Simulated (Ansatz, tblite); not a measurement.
Forces on Li₄O₂ at its r2SCAN-D4/def2-TZVP geometry. The state is a singlet with charge 0.

The xTB rows come from tblite. The structure holds 1 bond(s) between oxygen atoms. The restricted singlet is unstable towards broken spin symmetry in Hartree–Fock (as tested in another run); at PBE-D4/def2-TZVP this wasn't settled. Another isomer (singlet) lies 3.45 eV lower at PBE0-D4/def2-TZVP; other spin states weren't run for this one.

GFN1-xTB (tblite), largest force 1.39 eV/Å:

```xyz
6
positions Å, forces eV/Å
Li   -0.763    0.434   -0.882   -0.033    0.115    0.431
Li    1.568   -1.480   -1.052   -0.411    0.388    0.276
Li    0.266    0.036    1.215   -0.335    0.232   -0.184
Li   -2.150    2.029    1.442    0.275   -0.260   -0.185
O     0.059   -1.105   -0.239    1.077    0.786   -0.380
O     1.019    0.087   -0.484   -0.574   -1.262    0.041
```

GFN2-xTB (tblite), largest force 0.73 eV/Å:

```
Li -0.210 0.237 0.332
Li -0.295 0.279 0.198
Li -0.351 0.292 0.045
Li 0.478 -0.451 -0.320
O 0.519 0.230 -0.212
O -0.140 -0.588 -0.043
```

PBE-D4/def2-TZVP (Ansatz), largest force 0.25 eV/Å:

```
Li -0.096 0.069 -0.040
Li 0.086 -0.081 -0.057
Li -0.018 0.039 0.118
Li 0.041 -0.039 -0.028
O -0.161 -0.185 0.043
O 0.147 0.198 -0.035
```
